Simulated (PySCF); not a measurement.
Isomers of C6H9BO2, from PBE0-D3(BJ)/def2-SVP geometry optimisation, gas phase in PySCF 2.14.0. One conformer each, no zero-point energy, no frequencies.

Question: Which is lowest in electronic energy at this level?
A. `[CH2:1]=[CH:2][CH2:3][C:4]1=[O+:5][BH2-:6][O:7][CH:8]=[CH:9]1` with C1–C2–C3–C4 117°, C2–C3–C4–O5 154°, C4–O5–B6–O7 -38°, O5–B6–O7–C8 38°, B6–O7–C8–C9 -14°, C3–C4–C9–C8 -161°: A = 4197, B = 966.8, C = 821.1 MHz, dipole 5.00 D
B. `[CH:1]#[C:2][B:3]1[O:4][CH2:5][CH2:6][C@@H:7]([CH3:8])[O:9]1` with C2–B3–O4–C5 179°, B3–O4–C5–C6 -27°, O4–C5–C6–C7 53°, C5–C6–C7–C8 -174°: A = 2844, B = 1192, C = 875.9 MHz, dipole 2.82 D
C. `[CH2:1]=[CH:2][CH2:3][B@H-:4]1[O:5][CH:6]=[CH:7][CH:8]=[O+:9]1` with C1–C2–C3–B4 -102°, C2–C3–B4–O5 -59°, C3–B4–O5–C6 99°, B4–O5–C6–C7 7°, C6–C7–C8–O9 -4°, C3–B4–O9–C8 -98°: A = 2413, B = 1465, C = 1324 MHz, dipole 4.04 D
D. `[BH2-:1]1[O:2][CH:3]=[C:4]([CH:5]2[CH2:6][CH2:7]2)[CH:8]=[O+:9]1` with C3–C4–C5–C6 145°: A = 4061, B = 1064, C = 910.4 MHz, dipole 5.07 D

Answer: B. That is `C#CB1OCC[C@@H](C)O1`, 18.3 kcal/mol below the next.

```csv
SMILES,mapped SMILES,E (Eh),relative (kcal/mol),relative (kJ/mol),dipole (D)
C#CB1OCC[C@@H](C)O1,[CH:1]#[C:2][B:3]1[O:4][CH2:5][CH2:6][C@@H:7]([CH3:8])[O:9]1,-408.63468,0.0,0.0,2.82
C=CC[B@H-]1OC=CC=[O+]1,[CH2:1]=[CH:2][CH2:3][B@H-:4]1[O:5][CH:6]=[CH:7][CH:8]=[O+:9]1,-408.60548,18.3,76.7,4.04
C=CCC1=[O+][BH2-]OC=C1,[CH2:1]=[CH:2][CH2:3][C:4]1=[O+:5][BH2-:6][O:7][CH:8]=[CH:9]1,-408.60021,21.6,90.5,5.00
[BH2-]1OC=C(C2CC2)C=[O+]1,[BH2-:1]1[O:2][CH:3]=[C:4]([CH:5]2[CH2:6][CH2:7]2)[CH:8]=[O+:9]1,-408.58751,29.6,123.9,5.07
```

As drawn, the highest has a three-membered ring, which the lowest lacks.
